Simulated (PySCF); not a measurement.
**From computed data to an observable: chemical shift, span and skew from a shielding tensor**

GeH₇NSi₂, SMILES [SiH2]1[SiH2][NH][GeH2]1. Atoms are numbered in the order given.

```xyz
11

N     -1.3814     0.1770     0.0000
Si    -0.6027     1.7399     0.0000
Si     1.4852     0.6454     0.0000
Ge    -0.0875    -1.1635     0.0000
H     -2.3824     0.0077     0.0000
H     -0.8968     2.5884     1.2015
H     -0.8968     2.5884    -1.2015
H      2.3349     0.7697    -1.2223
H      2.3349     0.7697     1.2223
H     -0.1895    -2.0629    -1.2529
H     -0.1895    -2.0629     1.2529
```
Charge 0, spin multiplicity 1.

The structure is a stationary point at PBE0-D3(BJ)/def2-SVP. This is a generated structure with no PubChem entry under its InChIKey; it may be hypothetical.

GIAO shieldings from PySCF with B3LYP/pcSseg-1, non-relativistic, no solvent. The symmetric part of the tensor of N1 has the principal values 201.5, 212.3, 296.8 ppm. The same nucleus in NH3 has σ = 265.5 ppm at this level (PySCF, at its B3LYP-D3(BJ)/def2-TZVP geometry).

### Question
Work out the isotropic shielding, the ¹⁵N shift against NH3, the span and the skew.

### Answer

σ(iso) = (σ11 + σ22 + σ33)/3 = 236.9 ppm. δ = σ(ref) − σ(iso) = 265.5 − (236.9) = 28.6 ppm.
Span Ω = σ33 − σ11 = 95.3 ppm. Skew κ = 3(σ(iso) − σ22)/Ω = 0.77. Tumbling in solution averages the tensor to δ; in a static solid the shielding alone would spread this spin-1/2 line over Ω.
